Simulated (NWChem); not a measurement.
Molecule: SiHI$_{3}$; SMILES I[SiH](I)I

Results from NWChem. All runs use the structure optimised with PBE-D3(BJ)/def2-SVP. def2 effective core potentials on I; no spin-orbit coupling.

For level TPSS/STO-3G (all-electron, non-relativistic):

```
Property                     Value
---------------------------  -----
highest occupied level (eV)  -4.41
orbital gap (eV)              4.35
dipole (D)                    1.50
```

Problem. What are these values for level TPSS/def2-SVP (core potentials)?

Solution. 
| Item | Value |
|---|---|
| highest occupied level (eV) | -6.62 |
| orbital gap (eV) | 3.72 |
| dipole (D) | 0.44 |
